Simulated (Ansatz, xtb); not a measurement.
**A geometry optimisation of CH4ClGe with r2SCAN-D4/def2-SVP**

The starting geometry of this gas-phase doublet has its atoms placed at random.

```xyz
7

C     1.4894   -1.2371    0.7461
Cl    1.4419   -0.4229   -0.9966
Ge   -0.6726   -0.1666   -0.2537
H    -1.6054    0.9694    1.1119
H    -0.1394    1.2208    0.0790
H     0.9708    0.5431    0.8108
H     1.5297   -0.3108    0.1739
```

Problem. One run relaxed it with r2SCAN-D4/def2-SVP. What is a likely outcome?

Solution. It ends as `Cl[CH2][GeH2]`. Contacts that open: Cl2–Ge3 (2.26 → 3.11 Å), Cl2–H7 (1.18 → 2.38 Å). Contacts that close: C1–Ge3 (2.61 → 1.98 Å), C1–H6 (1.86 → 1.10 Å), Ge3–H4 (2.01 → 1.55 Å).

The energy falls by 13.28 eV over 20 steps:

```json
{"step": "1", "E − E(last) (eV)": "13.277"}
{"step": "3", "E − E(last) (eV)": "7.587"}
{"step": "5", "E − E(last) (eV)": "5.170"}
{"step": "7", "E − E(last) (eV)": "3.565"}
{"step": "9", "E − E(last) (eV)": "1.918"}
{"step": "12", "E − E(last) (eV)": "0.289"}
{"step": "14", "E − E(last) (eV)": "0.010"}
{"step": "16", "E − E(last) (eV)": "0.001"}
{"step": "18", "E − E(last) (eV)": "0.000"}
{"step": "20", "E − E(last) (eV)": "0.000"}
```

Final geometry (Å):

```yaml
atoms:
  - { symbol: C, position_ang: [1.1521, -0.2789, 0.3002] }
  - { symbol: Cl, position_ang: [1.9399, -0.3478, -1.3140] }
  - { symbol: Ge, position_ang: [-0.7631, 0.1779, 0.1330] }
  - { symbol: H, position_ang: [-1.3761, 0.3305, 1.5455] }
  - { symbol: H, position_ang: [-0.9048, 1.4812, -0.6768] }
  - { symbol: H, position_ang: [1.6751, 0.4868, 0.8949] }
  - { symbol: H, position_ang: [1.2913, -1.2539, 0.7886] }
```

From the same start GFN2-xTB reaches the same bonding as this run.

From so rough a start the end depends on the optimiser's path, so another program may land elsewhere. The end wasn't checked by frequencies. Open shells are spin-unrestricted. Run with Ansatz 0.2.0, 5.9 min on 1 thread of Intel(R) Xeon(R) Processor @ 2.50GHz (Skylake/Cascade Lake), with other jobs on the host.
